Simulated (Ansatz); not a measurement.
Born–Oppenheimer molecular dynamics of Cl3FH3OSTa (10 atoms, charge 0, multiplicity 1). It starts at the highest image of a converged band, a first-order saddle point between two minima.

These are results of RKS PBE/def2-SVP (Ansatz), not measurements.

```yaml
ensemble: NVE (velocity Verlet)
time_step: 0.5 fs
steps_asked: 200
starting_velocities_drawn_for: 100 K
seed: 5527
```

Frames 1 fs apart, positions in Å, forces in eV/Å.

Velocities at 25 fs (Å/ps):

```
Ta -0.42 -1.97 -0.35
O 10.40 4.51 2.81
H 3.02 11.60 2.65
F 1.40 1.97 -3.28
Cl 1.01 1.46 0.40
Cl -1.44 0.03 -0.89
Cl -0.89 2.83 1.92
S -2.30 2.00 0.98
H -0.03 -12.77 -5.45
H 0.19 31.13 1.00
```

```xyz
10
Properties=species:S:1:pos:R:3:forces:R:3 time_fs=25 energy_less_start_eV=-0.186 T=279
Ta -0.124 -0.320 -0.223 0.00 -1.97 -0.10
O 2.108 0.034 -0.241 0.31 1.62 1.23
H 2.549 0.121 0.647 -0.28 -0.06 -0.66
F 0.317 -1.069 1.491 0.07 0.29 -0.22
Cl -0.098 0.265 -2.458 0.07 0.12 -0.27
Cl -0.609 1.786 0.580 0.24 0.36 0.18
Cl -2.188 -1.302 -0.206 -0.18 0.07 -0.02
S 1.130 -2.503 -1.124 -0.47 0.55 0.19
H 1.239 -3.036 0.127 0.01 -0.04 -0.02
H 2.405 -0.810 -0.644 0.23 -0.94 -0.31
10
Properties=species:S:1:pos:R:3:forces:R:3 time_fs=26 energy_less_start_eV=-0.176 T=270
Ta -0.124 -0.322 -0.224 0.03 -1.93 -0.15
O 2.119 0.039 -0.238 -0.18 2.31 1.30
H 2.550 0.132 0.647 -0.13 -0.09 -0.46
F 0.318 -1.067 1.488 0.09 0.26 -0.14
Cl -0.097 0.266 -2.458 0.08 0.12 -0.28
Cl -0.610 1.787 0.580 0.24 0.35 0.17
Cl -2.189 -1.300 -0.204 -0.20 0.06 -0.01
S 1.127 -2.502 -1.123 -0.49 0.55 0.17
H 1.239 -3.049 0.121 0.01 -0.02 -0.01
H 2.406 -0.784 -0.645 0.55 -1.61 -0.58
10
Properties=species:S:1:pos:R:3:forces:R:3 time_fs=27 energy_less_start_eV=-0.190 T=284
Ta -0.124 -0.324 -0.224 0.08 -1.85 -0.19
O 2.129 0.045 -0.234 -0.53 2.26 0.80
H 2.551 0.142 0.643 0.12 -0.09 -0.02
F 0.319 -1.065 1.484 0.11 0.23 -0.07
Cl -0.096 0.268 -2.458 0.08 0.12 -0.28
Cl -0.611 1.787 0.579 0.25 0.32 0.16
Cl -2.190 -1.297 -0.202 -0.22 0.06 -0.02
S 1.125 -2.499 -1.122 -0.48 0.56 0.16
H 1.240 -3.062 0.116 0.01 0.00 -0.01
H 2.413 -0.774 -0.651 0.58 -1.59 -0.53
10
Properties=species:S:1:pos:R:3:forces:R:3 time_fs=28 energy_less_start_eV=-0.220 T=312
Ta -0.125 -0.326 -0.224 0.15 -1.73 -0.23
O 2.139 0.053 -0.229 -0.64 1.49 -0.12
H 2.553 0.152 0.638 0.39 -0.08 0.48
F 0.321 -1.062 1.481 0.13 0.19 0.01
Cl -0.095 0.269 -2.457 0.09 0.11 -0.28
Cl -0.613 1.787 0.578 0.25 0.29 0.15
Cl -2.191 -1.294 -0.200 -0.24 0.04 -0.02
S 1.122 -2.497 -1.121 -0.45 0.55 0.14
H 1.240 -3.075 0.110 0.00 0.03 -0.02
H 2.425 -0.778 -0.662 0.32 -0.89 -0.12
10
Properties=species:S:1:pos:R:3:forces:R:3 time_fs=29 energy_less_start_eV=-0.235 T=327
Ta -0.125 -0.329 -0.225 0.23 -1.59 -0.25
O 2.149 0.062 -0.225 -0.56 0.55 -0.93
H 2.558 0.161 0.637 0.54 -0.08 0.76
F 0.323 -1.060 1.478 0.14 0.15 0.10
Cl -0.094 0.271 -2.457 0.10 0.10 -0.28
Cl -0.614 1.787 0.577 0.26 0.25 0.14
Cl -2.192 -1.291 -0.198 -0.26 0.03 -0.02
S 1.119 -2.494 -1.120 -0.40 0.55 0.12
H 1.240 -3.088 0.104 0.00 0.05 -0.02
H 2.440 -0.790 -0.674 -0.04 0.00 0.39
10
Properties=species:S:1:pos:R:3:forces:R:3 time_fs=30 energy_less_start_eV=-0.231 T=323
Ta -0.126 -0.331 -0.225 0.30 -1.44 -0.28
O 2.158 0.071 -0.221 -0.34 -0.15 -1.21
H 2.569 0.169 0.644 0.47 -0.12 0.62
F 0.324 -1.058 1.474 0.15 0.10 0.18
Cl -0.093 0.272 -2.457 0.10 0.09 -0.28
Cl -0.615 1.788 0.576 0.26 0.21 0.12
Cl -2.193 -1.288 -0.196 -0.27 0.01 -0.02
S 1.117 -2.491 -1.119 -0.35 0.54 0.10
H 1.240 -3.101 0.098 0.00 0.07 -0.02
H 2.455 -0.803 -0.683 -0.32 0.67 0.78
10
Properties=species:S:1:pos:R:3:forces:R:3 time_fs=31 energy_less_start_eV=-0.226 T=319
Ta -0.126 -0.334 -0.226 0.35 -1.30 -0.31
O 2.167 0.080 -0.218 -0.03 -0.51 -0.95
H 2.583 0.175 0.657 0.23 -0.18 0.14
F 0.326 -1.055 1.471 0.17 0.06 0.27
Cl -0.092 0.274 -2.457 0.11 0.08 -0.27
Cl -0.616 1.788 0.576 0.27 0.18 0.11
Cl -2.194 -1.285 -0.194 -0.29 0.00 -0.03
S 1.113 -2.489 -1.118 -0.31 0.53 0.08
H 1.240 -3.112 0.091 -0.01 0.09 -0.02
H 2.467 -0.809 -0.684 -0.47 1.04 0.98
10
Properties=species:S:1:pos:R:3:forces:R:3 time_fs=32 energy_less_start_eV=-0.232 T=324
Ta -0.126 -0.336 -0.226 0.37 -1.19 -0.36
O 2.176 0.088 -0.215 0.23 -0.56 -0.43
H 2.600 0.180 0.670 -0.06 -0.23 -0.41
F 0.328 -1.052 1.468 0.19 0.02 0.35
Cl -0.091 0.276 -2.457 0.11 0.07 -0.27
Cl -0.617 1.789 0.575 0.27 0.14 0.10
Cl -2.196 -1.282 -0.192 -0.31 -0.01 -0.03
S 1.110 -2.486 -1.116 -0.29 0.53 0.06
H 1.240 -3.123 0.085 -0.01 0.10 0.00
H 2.474 -0.806 -0.676 -0.49 1.12 0.98
10
Properties=species:S:1:pos:R:3:forces:R:3 time_fs=33 energy_less_start_eV=-0.254 T=345
Ta -0.127 -0.339 -0.227 0.36 -1.11 -0.42
O 2.186 0.097 -0.213 0.32 -0.33 0.10
H 2.617 0.183 0.680 -0.28 -0.24 -0.77
F 0.330 -1.050 1.465 0.21 -0.01 0.44
Cl -0.089 0.277 -2.458 0.12 0.07 -0.26
Cl -0.618 1.789 0.575 0.28 0.11 0.09
Cl -2.197 -1.279 -0.190 -0.33 -0.02 -0.03
S 1.107 -2.482 -1.115 -0.29 0.52 0.04
H 1.240 -3.133 0.079 -0.02 0.11 0.01
H 2.477 -0.792 -0.658 -0.37 0.89 0.80
10
Properties=species:S:1:pos:R:3:forces:R:3 time_fs=34 energy_less_start_eV=-0.283 T=373
Ta -0.127 -0.341 -0.227 0.33 -1.04 -0.48
O 2.195 0.105 -0.211 0.18 0.20 0.51
H 2.631 0.184 0.683 -0.35 -0.19 -0.82
F 0.332 -1.047 1.462 0.24 -0.04 0.52
Cl -0.088 0.279 -2.458 0.13 0.06 -0.25
Cl -0.619 1.790 0.574 0.28 0.09 0.08
Cl -2.198 -1.276 -0.189 -0.35 -0.02 -0.02
S 1.104 -2.479 -1.114 -0.31 0.52 0.02
H 1.240 -3.142 0.072 -0.03 0.11 0.03
H 2.477 -0.769 -0.634 -0.12 0.31 0.42
10
Properties=species:S:1:pos:R:3:forces:R:3 time_fs=35 energy_less_start_eV=-0.295 T=385
Ta -0.127 -0.344 -0.227 0.29 -0.98 -0.55
O 2.204 0.113 -0.208 -0.18 0.98 0.74
H 2.641 0.183 0.678 -0.27 -0.08 -0.53
F 0.334 -1.045 1.460 0.26 -0.07 0.59
Cl -0.087 0.281 -2.458 0.14 0.06 -0.24
Cl -0.620 1.791 0.573 0.29 0.06 0.07
Cl -2.200 -1.274 -0.187 -0.36 -0.02 -0.02
S 1.101 -2.475 -1.113 -0.32 0.52 0.01
H 1.240 -3.150 0.066 -0.04 0.12 0.05
H 2.475 -0.744 -0.605 0.20 -0.57 -0.12
10
Properties=species:S:1:pos:R:3:forces:R:3 time_fs=36 energy_less_start_eV=-0.282 T=372
Ta -0.128 -0.347 -0.228 0.25 -0.90 -0.60
O 2.214 0.122 -0.205 -0.64 1.67 0.65
H 2.649 0.181 0.669 -0.07 0.06 0.03
F 0.336 -1.042 1.457 0.29 -0.10 0.66
Cl -0.086 0.282 -2.458 0.14 0.05 -0.22
Cl -0.620 1.791 0.573 0.29 0.02 0.06
Cl -2.202 -1.271 -0.185 -0.37 -0.02 -0.02
S 1.097 -2.472 -1.111 -0.32 0.51 -0.01
H 1.239 -3.156 0.060 -0.05 0.12 0.07
H 2.475 -0.725 -0.577 0.47 -1.41 -0.61
```

Of the whole run (100 fs, mean temperature of the second half 331 K): The conserved energy stayed within 0.11 meV per atom of its start (net change -0.1 meV per atom), so the integration is sound. The kinetic energy rose, since the run started high on the potential surface and went downhill. A run of 0.1 ps of so small a system gives no equilibrium averages. The orbitals stay closed-shell, which can raise the energy where a bond breaks towards radicals; this wasn't checked here.

The run took 9.2 min on 4 threads of Arm Neoverse V1 (shared host), peak memory 0.24 GiB.
